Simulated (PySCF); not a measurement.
This PySCF input asks for the NMR shieldings of SMILES C#CC[PH+]1C=CCC=C1, [C8H10P]+; the geometry comes from PBE0-D3(BJ)/def2-SVP.

```python
import basis_set_exchange as bse
import numpy as np
from pyscf import gto, dft
from pyscf.prop import nmr

atoms = """
C     3.702840    0.430286   -1.099394
C     2.868082   -0.103201   -0.405489
C     1.824576   -0.732484    0.380586
P     0.261054   -0.678195   -0.562139
C    -0.230509    0.987805   -0.907747
C    -1.436159    1.436729   -0.525338
C    -2.493885    0.667188    0.183557
C    -2.211829   -0.746175    0.550896
C    -1.091551   -1.440378    0.292031
H     4.467792    0.896690   -1.698023
H     2.052374   -1.790238    0.601466
H     1.648667   -0.216117    1.339788
H     0.553340   -1.368604   -1.761690
H     0.487471    1.630313   -1.425487
H    -1.684281    2.480137   -0.752586
H    -3.420456    0.695647   -0.422772
H    -2.785094    1.220221    1.097235
H    -3.015692   -1.263121    1.087263
H    -0.985548   -2.484251    0.601661
"""
names = dict.fromkeys(["C", "P", "H"], "pcSseg-1")
basis = {el: gto.basis.parse(bse.get_basis(n, elements=[el], fmt="nwchem")) for el, n in names.items()}
mol = gto.M(atom=atoms, basis=basis, charge=1, verbose=0)
mf = dft.RKS(mol, xc="PBE0")
mf.grids.level = 2
mf.grids.alignment = dft.numint.BLKSIZE   # the property module wants whole blocks of grid points
mf.conv_tol = 1e-9
mf.kernel()

calc = nmr.RKS(mf)   # GIAO
C = mf.mo_coeff
Co = C[:, mf.mo_occ > 0]
resp = mf.gen_response(singlet=True, hermi=2)
def vind(x):   # induced exchange potential for any number of trial vectors
    d = np.einsum("pi,xij,qj->xpq", C, 2 * x.reshape(-1, C.shape[1], Co.shape[1]), Co, optimize=True)
    return np.einsum("xpq,pi,qj->xij", resp(d - d.transpose(0, 2, 1)), C, Co, optimize=True).ravel()
mo1, _ = nmr.rhf.solve_mo1(calc, with_cphf=vind)
sigma = calc.kernel(mo1)
for i, s in enumerate(sigma):   # ppm
    print("%2d %-2s %9.2f" % (i, mol.atom_pure_symbol(i), np.trace(s) / 3))
```

**Question.** What are the results?

**Answer.** 
```
 0 C      94.23
 1 C     116.91
 2 C     164.01
 3 P     369.31
 4 C      80.78
 5 C      16.23
 6 C     149.77
 7 C      15.14
 8 C      79.99
 9 H      28.28
10 H      27.91
11 H      28.11
12 H      24.56
13 H      24.63
14 H      23.43
15 H      27.60
16 H      27.62
17 H      23.47
18 H      25.10
```

These numbers come from an equivalent density-fitted implementation of the same equations, which agrees with the script to about 0.01 ppm for H and up to a few tenths of a ppm for heavy atoms, so last digits may differ.

**Question.** Turn these shieldings into chemical shifts. Chemical shifts δ = σref − σ; 13C (184.41 ppm), 1H (31.27 ppm) vs TMS; 31P (310.13 ppm) vs H3PO4, all at this level.

**Answer.** Averaging equivalent atoms: C 5/7: 168.7; C 4/8: 104.0; C 0: 90.2; C 1: 67.5; C 6: 34.6; C 2: 20.4; P 3: -59.2; H 14/17: 7.82; H 12: 6.70; H 13/18: 6.41; H 15: 3.67; H 16: 3.65; H 10/11: 3.26; H 9: 2.98 ppm. Experimental scales use liquid or dissolved standards, which lie at an offset from isolated H3PO4.

Size and cost of the density-fitted run: 210 basis functions, 32 s wall time on 1 thread of an Arm Neoverse V2, shared host; peak memory 0.97 GiB.
